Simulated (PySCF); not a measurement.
Computed shifts of a molecule C₄H₇NSi, PBE/pcSseg-1 (PySCF), GIAO, gas phase, equivalent atoms averaged, in ppm (number of nuclei): ¹³C: 185.4 (1), 164.4 (1), 134.4 (1), 20.2 (1). ¹⁵N: 482.1 (1). ²⁹Si: -53.9 (1). ¹H: 9.09 (1), 8.13 (1), 4.91 (2), 2.45 (3). References: ¹³C against TMS (σ = 182.0 ppm); ¹⁵N against NH3 (σ = 267.0 ppm); ²⁹Si against TMS (σ = 335.4 ppm); ¹H against TMS (σ = 31.49 ppm), references at their B3LYP-D3(BJ)/def2-TZVP geometries, non-relativistic. The structure is a stationary point at B3LYP-D3(BJ)/def2-SVP. Other conformers were not sampled.

Pick the molecule that these values belong to.
A. N#C/C=C\C[SiH3]
B. C#C/C=N\C[SiH3]
C. CC1=CN=C[SiH2]1
D. C#C[SiH2]/N=C\C

C, CC1=CN=C[SiH2]1
